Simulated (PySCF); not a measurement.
State search for AsO⁺

Unrestricted PBE0; basis As def2-TZVPPD, O def2-TZVPPD; no relativity; PySCF 2.14. Outer shells of the fragments: As+ 3d10 4s2 4p2; O 2s2 2p4.

Followed along the bond (rough minima from three points):

```tsv
2Ms+1	unpaired	⟨S²⟩ at the start	R at minimum (Å)	Te (eV)
1	none	0.00	1.56	0.00
3	π ↑↑	2.01	1.77	3.04
5	π ↑↑↑↑	6.01	none in the scan	≤ 5.42
```

Solutions found at the starting distance of 1.875 Å, counted from the lowest of them; the search is not exhaustive and high or unbound solutions are not listed, so other states can lie among these:

```json
{"2Ms+1": "1", "unpaired": "none", "term": "¹Σ⁺", "E (eV)": "0.00", "⟨S²⟩": "0.00", "⟨Lz²⟩": "0.00", "μ (D)": "-3.32"}
{"2Ms+1": "3", "unpaired": "π ↑↑", "term": "mixed", "E (eV)": "1.24", "⟨S²⟩": "2.01", "⟨Lz²⟩": "2.01", "μ (D)": "-1.65"}
{"2Ms+1": "3", "unpaired": "π ↑↑", "term": "mixed", "E (eV)": "1.66", "⟨S²⟩": "2.01", "⟨Lz²⟩": "2.01", "μ (D)": "-1.86"}
{"2Ms+1": "1", "unpaired": "π ↑↓", "term": "mixed", "E (eV)": "1.77", "⟨S²⟩": "1.01", "⟨Lz²⟩": "2.02", "μ (D)": "-1.96"}
{"2Ms+1": "3", "unpaired": "σ ↑, π ↑", "term": "³Π", "E (eV)": "2.75", "⟨S²⟩": "2.03", "⟨Lz²⟩": "1.03", "μ (D)": "-2.45"}
{"2Ms+1": "1", "unpaired": "σ ↓, π ↑", "term": "mixed", "E (eV)": "2.93", "⟨S²⟩": "1.12", "⟨Lz²⟩": "1.01", "μ (D)": "-2.27"}
{"2Ms+1": "5", "unpaired": "π ↑↑↑↑", "term": "⁵Σ⁺", "E (eV)": "4.00", "⟨S²⟩": "6.01", "⟨Lz²⟩": "0.00", "μ (D)": "1.85"}
{"2Ms+1": "5", "unpaired": "σ ↑, π ↑↑↑", "term": "⁵Π", "E (eV)": "4.36", "⟨S²⟩": "6.01", "⟨Lz²⟩": "1.00", "μ (D)": "-0.05"}
{"2Ms+1": "1", "unpaired": "π ↑↑↓↓", "term": "mixed", "E (eV)": "5.18", "⟨S²⟩": "2.01", "⟨Lz²⟩": "4.03", "μ (D)": "1.85"}
{"2Ms+1": "3", "unpaired": "σ ↑, π ↑", "term": "³Π", "E (eV)": "5.21", "⟨S²⟩": "2.04", "⟨Lz²⟩": "1.02", "μ (D)": "-1.22"}
{"2Ms+1": "1", "unpaired": "σ ↓, π ↑", "term": "mixed", "E (eV)": "5.45", "⟨S²⟩": "1.13", "⟨Lz²⟩": "1.01", "μ (D)": "-1.11"}
{"2Ms+1": "3", "unpaired": "σ ↑↑", "term": "³Σ⁺", "E (eV)": "5.96", "⟨S²⟩": "2.05", "⟨Lz²⟩": "0.00", "μ (D)": "-1.69"}
{"2Ms+1": "5", "unpaired": "σ ↑, π ↑↑↑", "term": "⁵Π", "E (eV)": "7.10", "⟨S²⟩": "6.01", "⟨Lz²⟩": "1.01", "μ (D)": "1.95"}
{"2Ms+1": "5", "unpaired": "σ ↑↑, π ↑↑", "term": "mixed", "E (eV)": "7.22", "⟨S²⟩": "6.01", "⟨Lz²⟩": "2.01", "μ (D)": "0.48"}
```

A term symbol is given only where ⟨S²⟩ and ⟨Lz²⟩ are close to those of a pure state; real π, δ and φ orbitals otherwise mix terms. A positive dipole points towards O; it is taken about the centre of mass and depends on that origin.

Question: Compare the gap between the two lowest followed solutions at the starting distance with the gap between their minima.

Answer: At PBE0 the second solution (triplet, unpaired electrons π ↑↑) lies +1.24 eV from the first (singlet, closed shell) at 1.875 Å and +3.04 eV at the minima; the two curves relax by different amounts, since their minima lie near 1.77 and 1.56 Å.

Counting both spins, an empty level lies below a filled one in some of these solutions, because spin and occupation are held.
